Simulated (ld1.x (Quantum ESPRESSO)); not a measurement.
Ranking TM semilocal potentials for Ni (Z = 28)

All share these settings but for the change named:

nickel, norm-conserving Troullier–Martins (semilocal form), made with ld1.x (Quantum ESPRESSO) 7.5 (PBE, scalar-relativistic). Core [Ne] 3s2, reference 3p6 3d8 4s2 4p0. Waves: 3p (bound): rc 1.10 bohr; 3d (bound): rc 1.65 bohr; 4s (bound): rc 2.10 bohr. Local part: the s channel. Core correction: none.

Cutoff: the first of the cutoffs (Ry, on a coarse ladder) from which the occupation-weighted sum of valence levels, in a spherical-Bessel basis at the reference potential, stays within 10 and 1 mRy of its value at 400 Ry; the density cutoff is not measured.

The base gives 110 Ry.

Of 8 variants that were run, those that failed, showed a ghost or another fault, or gave nearly equal values are left out.

A variant can come out equal or close to the base.

(1) Rank these variants from softest to hardest (loose cutoff).
A. all radii scaled by about 1.18 (s 2.48, p 1.30, d 1.96 bohr)
B. all radii scaled by about 0.94 (s 1.98, p 1.04, d 1.56 bohr)
C. all radii scaled by about 0.85 (s 1.78, p 0.92, d 1.40 bohr)
D. all radii scaled by about 0.79 (s 1.66, p 0.86, d 1.30 bohr)

Results:

(1) A (90 Ry), B (120 Ry), C (140 Ry), D (160 Ry).
